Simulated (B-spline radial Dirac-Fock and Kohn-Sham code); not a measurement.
Relativistic shifts of the levels of Ag²⁴⁺

System: Ag²⁴⁺, configuration [Ar] 3d5.

Both columns are ΔSCF binding energies of the configuration average from a radial B-spline solver: non-relativistic Hartree-Fock with a point nucleus, and Dirac-Fock with a finite nucleus and the Coulomb interaction alone, averaged over the two j levels with weights 2j+1.

| shell | Hartree-Fock (eV) | Dirac-Fock (eV) | shift (eV) | shift (%) |
| --- | --- | --- | --- | --- |
| 1s | 25773.1 | 26572.5 | +799.43 | +3.10 |
| 2s | 4579.8 | 4778.3 | +198.50 | +4.33 |
| 2p | 4318.8 | 4378.0 | +59.17 | +1.37 |
| 3s | 1504.1 | 1552.6 | +48.54 | +3.23 |
| 3p | 1397.7 | 1415.2 | +17.50 | +1.25 |
| 3d | 1231.2 | 1228.8 | -2.41 | -0.20 |

Relativity binds 1s, 2s, 2p, 3s, 3p more strongly, among those listed most of all 2s in relative terms, and 3d more weakly, because the contracted s and p shells screen the nucleus better.

Values without a named source are computed, but for edge energies of neutral atoms, which are taken from tables.
